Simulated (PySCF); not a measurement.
BrSi, SMILES [Si]Br (connectivity only; charge and spin as stated), charge +1, multiplicity 1.

Geometry: B3LYP-D3(BJ)/def2-TZVP. The spin state was assumed, not searched.

Calculation: TDA-B3LYP/def2-TZVPD (PySCF 2.14.0).

Vertical excitations; the highest root listed may be one member of a degenerate set. Gas-phase values at a fixed geometry. State labels are in the subgroup C2v.

Computed UV-visible absorptions:
| state | symmetry | energy (eV) | λ (nm) | f | main pairs |
|---|---|---|---|---|---|
| S1 | A2 | 4.64 | 267 | 0.000 | HOMO−1→LUMO 50 %, HOMO−2→LUMO+1 50 % |
| S2 | A1 | 4.81 | 258 | 0.000 | HOMO−1→LUMO+1, HOMO−2→LUMO (degenerate set) |
| S3 | A2 | 4.81 | 258 | 0.000 | HOMO−2→LUMO+1, HOMO−1→LUMO (degenerate set) |
| S4 | B2 | 4.98 | 249 | 0.038 | HOMO→LUMO+1 (degenerate set) |
| S5 | B1 | 4.98 | 249 | 0.038 | HOMO→LUMO (degenerate set) |
| S6 | A1 | 6.46 | 192 | 0.094 | HOMO−2→LUMO 38 %, HOMO−1→LUMO+1 38 %, HOMO→LUMO+2 20 % |
| S7 | B2 | 8.31 | 149 | 0.011 | HOMO−1→LUMO+2 (degenerate set) |
| S8 | B1 | 8.31 | 149 | 0.011 | HOMO−2→LUMO+2 (degenerate set) |
| S9 | B1 | 9.99 | 124 | 0.039 | HOMO−3→LUMO (degenerate set) |
| S10 | B2 | 9.99 | 124 | 0.039 | HOMO−3→LUMO+1 (degenerate set) |
| T1 | B1 | 3.46 | 359 | 0 | HOMO→LUMO (degenerate set) |
| T2 | B2 | 3.46 | 359 | 0 | HOMO→LUMO+1 (degenerate set) |
| T3 | A1 | 4.10 | 302 | 0 | HOMO−1→LUMO+1 50 %, HOMO−2→LUMO 50 % |
| T4 | A1 | 4.31 | 287 | 0 | HOMO−2→LUMO 50 %, HOMO−1→LUMO+1 50 % |
Triplets are in the Tamm–Dancoff approximation.
